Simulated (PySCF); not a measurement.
# Correlation energy of Te⁺ (tellurium, charge +1)

[Kr] 4d10 5s2 5p3, high-spin 4S determinant. Calculation: PySCF 2.14, in def2-TZVP with the def2 core potential (28 electrons) (6s5p3d2f, 50 functions); a scalar-relativistic core potential. Frozen: 4s2 4p6 4d10; 5 electrons correlated.

MP2 pair energies summed by pair of shells (mhartree):

```json
{"pair": "5s-5p", "energy": "-41.69", "share (%)": "66.2"}
{"pair": "5p-5p", "energy": "-13.69", "share (%)": "21.8"}
{"pair": "5s-5s", "energy": "-7.57", "share (%)": "12.0"}
```

Total MP2 correlation energy: -62.95 mhartree.

Same-spin part -16.57 and opposite-spin part -46.38 mhartree; SCS-MP2 scales them by 1/3 and 6/5 to -61.18 mhartree.

| level | correlation energy (mhartree) |
| --- | --- |
| CCSD | -75.77 |
| (T) | -2.19 |
| CCSD(T) | -77.96 |

Diagnostics: T1 = 0.0021, D1 = 0.0062, largest double amplitude 0.053.

Problem. Is a single reference adequate?

Solution. Yes, within this model without spin-orbit coupling: T1 lies below 0.03 and no double amplitude reaches 0.07.
